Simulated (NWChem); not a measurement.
System meant: Se, triplet

Input file for NWChem:

```
start job
memory heap 200 mb stack 900 mb global 1100 mb
geometry units angstroms noautoz
  Se     0.000000     0.000000     0.000000
end
basis spherical
  * library def2-svp
end
dft
  odft
  mult 3
  xc pbe0
  iterations 4
  mulliken
end
task dft energy
```

End of the output:

```
    Atom       Charge   Shell Charges
 -----------   ------   -------------------------------------------------------
    1 Se  34    34.00   2.00  2.00  1.97  1.22  0.81  5.99  5.79  1.96  2.25  7.83  2.03  0.13

     ------------------------------------------
      Spin Density - Lowdin Population Analysis
     ------------------------------------------

    Atom       Charge   Shell Charges
 -----------   ------   -------------------------------------------------------
    1 Se  34     2.00  -0.00 -0.00 -0.00  0.00 -0.00  0.00  0.06  0.84  1.09 -0.01  0.01  0.01

   alpha - beta orbital overlaps
   -----------------------------

   alpha      1      2      3      4      5      6      7      8      9     10
    beta      1      2      3      4      5      6      7      8      9     10
 overlap   1.000  1.000  1.000  1.000  1.000  1.000  1.000  1.000  1.000  1.000

   alpha     11     12     13     14     15     16     17     18     19     20
    beta     11     12     13     14     15     18     17     16     19     24
 overlap   1.000  1.000  1.000  1.000  0.999  0.984  0.984  1.000  1.000  0.930

   alpha     21     22     23     24     25     26     27     28     29     30
    beta     23     21     20     22     27     26     25     29     28     31
 overlap   0.930  1.000  1.000  0.999  0.954  0.954  1.000  0.933  0.933  1.000

   alpha     31     32
    beta     30     32
 overlap   1.000  1.000

     --------------------------
     Expectation value of S2:
     --------------------------
      <S2> =      2.0024 (Exact =     2.0000)

 ------------------------------------------------------------------------
 dft energy failed                                                                                  0
 ------------------------------------------------------------------------
 ------------------------------------------------------------------------
  current input line :
    16: task dft energy
 ------------------------------------------------------------------------
 ------------------------------------------------------------------------
 This type of error is most commonly associated with calculations not reaching convergence criteria
 ------------------------------------------------------------------------
 For more information see the NWChem manual at https://nwchemgit.github.io

0:dft energy failed:Received an Error in Communication
```

Question: What is wrong, and how is it mended?

Answer: Convergence was not reached. Cause: the SCF was allowed too few iterations. This input runs:
```
start job
memory heap 200 mb stack 900 mb global 1100 mb
geometry units angstroms noautoz
  Se     0.000000     0.000000     0.000000
end
basis spherical
  * library def2-svp
end
dft
  odft
  mult 3
  xc pbe0
  iterations 150
  mulliken
end
task dft energy
```
It converges to -2400.91098 Ha (PBE0/def2-SVP, spin-unrestricted).
